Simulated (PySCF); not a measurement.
Gas-phase reaction: GaH₃.NH₃ → GaH + NH + 4 H

Method: PySCF energies plus ideal-gas RRHO corrections (1 bar). † marks an energy on the PBE0/def2-TZVP geometry and frequencies. MP2 freezes the core. Open shells (unrestricted): NH (multiplicity 3), H (multiplicity 2); the rest are closed-shell singlets. B3LYP is the form with VWN-RPA correlation. Ga: all electrons, no relativistic terms. Adducts (GaH₃.NH₃) have no counterpoise correction, and HF, PBE, BLYP, B3LYP and PBE0 lack dispersion. GaH₃.NH₃, GaH: computed as isolated molecules; such fragments, hydroxides, amides, oligomers or adducts are transient or little studied in the gas. MP2 isn't extrapolated to the basis-set limit.

HF/def2-TZVP† gives ΔH°(298 K) = 1034 kJ.

**Question.** What do BLYP/def2-TZVP†, MP2/def2-SVP†, B3LYP/def2-TZVP† give?

**Answer.** BLYP/def2-TZVP†: 1369 kJ; MP2/def2-SVP†: 1372 kJ; B3LYP/def2-TZVP†: 1398 kJ. For scale, ΔH°(298 K) is 1034 kJ at this level, 1427 kJ at ωB97M-V/def2-TZVP†, and runs from 1018 to 1739 kJ over the 20 levels computed.
